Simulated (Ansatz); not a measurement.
**Question.** Name a neutral molecule of N, O, Si and H with size of the dipole moment (B3LYP/def2-TZVPP) between 3.85 and 4.15 D and HOMO energy (PBE/def2-TZVPP) between -5.10 and -4.80 eV (Ansatz, PBE0-D4/def2-TZVP geometry).

**Answer.** `N[Si@H]1O[Si@@H]1[SiH3]` (4.01 D, -4.85 eV). Other molecules can fit too; these were computed, each in one conformer that needn't be the lowest.

B3LYP here is the variant with VWN-RPA as its local correlation; programs differ in this.
